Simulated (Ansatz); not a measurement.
IIn, charge +1, doublet, geometry from GFN2-xTB (such geometries of metal compounds can be far from the true shape) (a state made from the parent by changing its charge; the spin is typed, not shown lowest) (all electrons, no relativity); CASSCF(5,6)/STO-3G (Ansatz, a quantum-chemistry and plane-wave program).

Here is a job for Ansatz.
Ansatz 0.2 input:
```yaml
crystal:
  periodic: [false, false, false]
  atoms:
    - {symbol: In, position_ang: [-0.00000000, -0.00000000, -1.69320015]}
    - {symbol: I, position_ang: [0.00000000, 0.00000000, 1.56541146]}
basis:
  gaussian:
    orbitals: STO-3G
hamiltonian:
  xc: hf
total_charge: 1
correlation: {active_space: {window: {electrons: 5, orbitals: 6}}}
magnetization: {spin_polarized: false, initial_magnetization: 1}
```

Question: Write the output that Ansatz gives for this input, abridged.

Answer: 
```
Functional definition: HF
638 factors; integrals over basis functions are off by at most 2.4e-5 eV
mean field evaluation 1: about -341047.3731 eV, gradient 1.1e1 eV
mean field evaluation 2: about -341047.3770 eV, gradient 1.1e1 eV
mean field evaluation 4: about -341051.2188 eV, gradient 7.5e0 eV
mean field evaluation 8: about -341051.8175 eV, gradient 1.6e-5 eV
mean field evaluation 16: about -341051.4737 eV, gradient 9.9e-1 eV
mean field evaluation 32: about -341051.8127 eV, gradient 6.8e-1 eV
mean field evaluation 64: about -341051.4811 eV, gradient 4.9e-1 eV
mean field evaluation 96: about -341051.4943 eV, gradient 5.0e-5 eV
mean field -341051.81733389 eV, -12533.4231137958 hartree, gradient 1.5e-6 eV, S^2 0.750000; 10 other end points of the search recorded, 0 dependent functions left out
reference -341051.81733389 eV, -12533.4231137958 hartree; 51, 50 occupied and 3, 4 virtual orbitals, 638 factors
state -341052.85523257 eV, -12533.4612558689 hartree
Total energy: -341052.85523257 eV, -12533.4612558689 hartree
```
